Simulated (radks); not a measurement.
Values are calculated unless marked as measured or tabulated.
Hg4+, 76 electrons, occupied as [Xe] 4f14 5d8.

Level of theory: Dirac Kohn-Sham, PBEsol, spin-unpolarised, spherical densities, finite nucleus; open shells are shared between the two j in proportion to 2j + 1; Fermi nuclear charge, rms radius 5.4648 fm (a radial shooting solver on a logarithmic mesh with Libxc functionals).

Energy parts (eV):
part                       energy
total                  -534642.36
kinetic                 616293.62
electron-nucleus      -1344748.08
Hartree                 203786.25
exchange-correlation     -9974.15

Orbitals (lengths in bohr, moments of r in powers of bohr):
[
 {"orbital": "1s1/2", "occ.": "2", "eigenvalue (eV)": "-83018.66", "<1/r>": "97.47", "small-component weight": "9.25e-02"},
 {"orbital": "2s1/2", "occ.": "2", "eigenvalue (eV)": "-14745.28", "<1/r>": "24.01", "small-component weight": "2.12e-02"},
 {"orbital": "2p1/2", "occ.": "2", "eigenvalue (eV)": "-14155.38", "<1/r>": "23.98", "small-component weight": "2.13e-02"},
 {"orbital": "2p3/2", "occ.": "4", "eigenvalue (eV)": "-12208.87", "<1/r>": "19.41", "small-component weight": "1.89e-02"},
 {"orbital": "3s1/2", "occ.": "2", "eigenvalue (eV)": "-3537.604", "<1/r>": "8.811", "small-component weight": "7.11e-03"},
 {"orbital": "3p1/2", "occ.": "2", "eigenvalue (eV)": "-3270.627", "<1/r>": "8.727", "small-component weight": "7.06e-03"},
 {"orbital": "3p3/2", "occ.": "4", "eigenvalue (eV)": "-2839.517", "<1/r>": "7.535", "small-component weight": "6.35e-03"},
 {"orbital": "3d3/2", "occ.": "4", "eigenvalue (eV)": "-2395.284", "<1/r>": "7.435", "small-component weight": "6.24e-03"},
 {"orbital": "3d5/2", "occ.": "6", "eigenvalue (eV)": "-2302.868", "<1/r>": "7.165", "small-component weight": "6.05e-03"},
 {"orbital": "4s1/2", "occ.": "2", "eigenvalue (eV)": "-817.2179", "<1/r>": "3.734", "small-component weight": "2.42e-03"},
 {"orbital": "4p1/2", "occ.": "2", "eigenvalue (eV)": "-702.5715", "<1/r>": "3.626", "small-component weight": "2.33e-03"},
 {"orbital": "4p3/2", "occ.": "4", "eigenvalue (eV)": "-598.3642", "<1/r>": "3.212", "small-component weight": "2.06e-03"},
 {"orbital": "4d3/2", "occ.": "4", "eigenvalue (eV)": "-410.4482", "<1/r>": "3.011", "small-component weight": "1.86e-03"},
 {"orbital": "4d5/2", "occ.": "6", "eigenvalue (eV)": "-391.0132", "<1/r>": "2.916", "small-component weight": "1.79e-03"},
 {"orbital": "4f5/2", "occ.": "6", "eigenvalue (eV)": "-149.0688", "<1/r>": "2.555", "small-component weight": "1.42e-03"},
 {"orbital": "4f7/2", "occ.": "8", "eigenvalue (eV)": "-144.8687", "<1/r>": "2.518", "small-component weight": "1.39e-03"},
 {"orbital": "5s1/2", "occ.": "2", "eigenvalue (eV)": "-168.2719", "<1/r>": "1.532", "small-component weight": "6.30e-04"},
 {"orbital": "5p1/2", "occ.": "2", "eigenvalue (eV)": "-130.1028", "<1/r>": "1.410", "small-component weight": "5.47e-04"},
 {"orbital": "5p3/2", "occ.": "4", "eigenvalue (eV)": "-111.3498", "<1/r>": "1.262", "small-component weight": "4.66e-04"},
 {"orbital": "5d3/2", "occ.": "3.2", "eigenvalue (eV)": "-58.5509", "<1/r>": "0.9901", "small-component weight": "2.97e-04"},
 {"orbital": "5d5/2", "occ.": "4.8", "eigenvalue (eV)": "-56.3187", "<1/r>": "0.9583", "small-component weight": "2.81e-04"},
 {"orbital": "6s1/2", "occ.": "0", "eigenvalue (eV)": "-45.6696", "<1/r>": "0.6141", "small-component weight": "1.31e-04"},
 {"orbital": "6p1/2", "occ.": "0", "eigenvalue (eV)": "-36.2105", "<1/r>": "0.5381", "small-component weight": "1.03e-04"},
 {"orbital": "6p3/2", "occ.": "0", "eigenvalue (eV)": "-33.2752", "<1/r>": "0.4957", "small-component weight": "9.15e-05"}
]

The highest occupied level is 5d5/2 at -56.319 eV. For comparison, the ionisation energy in NIST's Atomic Spectra Database is 61.2 eV (measured). In exact Kohn-Sham theory the highest level is minus the ionisation energy, but local and semilocal functionals leave it too shallow, through self-interaction and a potential that decays too fast; potentials with the right tail come closer.

Beside tabulated values, note that spin-unpolarised runs miss the spin-polarisation part of the exchange energy of open shells.
